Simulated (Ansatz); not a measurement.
Computed with frozen-core CCSD(T)/def2-TZVPP // r2SCAN-D4/def2-SVP run with Ansatz (an electronic-structure program).

Ansatz 0.2 input:
```yaml
crystal:
  periodic: [false, false, false]
  atoms:
    - { symbol: Mo, position_ang: [0.324803, -0.084776, -0.27155] }
    - { symbol: Cl, position_ang: [-1.730588, 0.320065, 1.184032] }
    - { symbol: O, position_ang: [0.572212, 1.736556, 0.12623] }
    - { symbol: H, position_ang: [-0.034356, 2.209421, 0.717019] }
    - { symbol: O, position_ang: [-0.899282, 0.426308, -1.607434] }
    - { symbol: H, position_ang: [-1.805661, 0.698997, -1.398779] }
    - { symbol: O, position_ang: [-0.419697, -1.802827, -0.302951] }
    - { symbol: H, position_ang: [-1.234616, -2.028122, 0.172565] }
    - { symbol: O, position_ang: [1.071891, -0.500442, 1.385032] }
    - { symbol: H, position_ang: [0.606006, -0.517123, 2.234933] }
    - { symbol: O, position_ang: [1.747843, -0.29312, -1.427552] }
    - { symbol: H, position_ang: [1.893331, 0.112929, -2.296507] }
basis:
  gaussian: { orbitals: def2-TZVPP }
correlation:
  method: ccsd_t
```

Output:

```
Functional definition: HF
2063 factors; integrals over basis functions are off by at most 1.1e-3 eV
mean field evaluation 1: about -24596.7108 eV, gradient 9.5e1 eV
mean field evaluation 2: about -24597.1702 eV, gradient 9.5e1 eV
mean field evaluation 4: about -24612.1270 eV, gradient 1.4e1 eV
mean field evaluation 8: about -24612.5895 eV, gradient 1.3e0 eV
mean field evaluation 16: about -24612.5979 eV, gradient 2.6e-6 eV
mean field evaluation 32: about -24601.7043 eV, gradient 1.5e1 eV
mean field evaluation 64: about -24577.8540 eV, gradient 1.1e2 eV
mean field evaluation 96: about -24598.7906 eV, gradient 4.2e1 eV
mean field -24612.59791269 eV, -904.4962902732 hartree, gradient 2.6e-6 eV, S^2 0.000000; 1 other end points of the search recorded, 0 dependent functions left out
10 core orbitals not correlated
reference -24612.59791269 eV, -904.4962902732 hartree; 28, 28 occupied and 285, 285 virtual orbitals, 2063 factors
second order -55.56267049 eV of doubles, -0.00000000 eV of singles
cycle   1  -51.22227071 eV  change     4.3e0 eV  update   3.6e-1
cycle   2  -53.61264064 eV  change    -2.4e0 eV  update   2.7e-1
cycle   3  -54.14440088 eV  change   -5.3e-1 eV  update   6.3e-2
cycle   4  -54.15803953 eV  change   -1.4e-2 eV  update   3.1e-2
cycle   5  -54.12509091 eV  change    3.3e-2 eV  update   1.2e-2
cycle   6  -54.11735509 eV  change    7.7e-3 eV  update   5.3e-3
cycle   7  -54.12085882 eV  change   -3.5e-3 eV  update   3.3e-3
cycle   8  -54.11979449 eV  change    1.1e-3 eV  update   1.8e-3
cycle   9  -54.11966554 eV  change    1.3e-4 eV  update   8.7e-4
cycle  10  -54.12118575 eV  change   -1.5e-3 eV  update   4.9e-4
cycle  11  -54.12071378 eV  change    4.7e-4 eV  update   1.7e-4
cycle  12  -54.12021681 eV  change    5.0e-4 eV  update   9.5e-5
cycle  13  -54.12048567 eV  change   -2.7e-4 eV  update   4.1e-5
cycle  14  -54.12034384 eV  change    1.4e-4 eV  update   2.9e-5
cycle  15  -54.12032742 eV  change    1.6e-5 eV  update   1.4e-5
perturbative correction -2.99144244 eV, -0.1099334819 hartree
Total energy: -24669.70968254 eV, -906.5951091035 hartree
```

Cost: about 100 core-minutes (a rough figure).
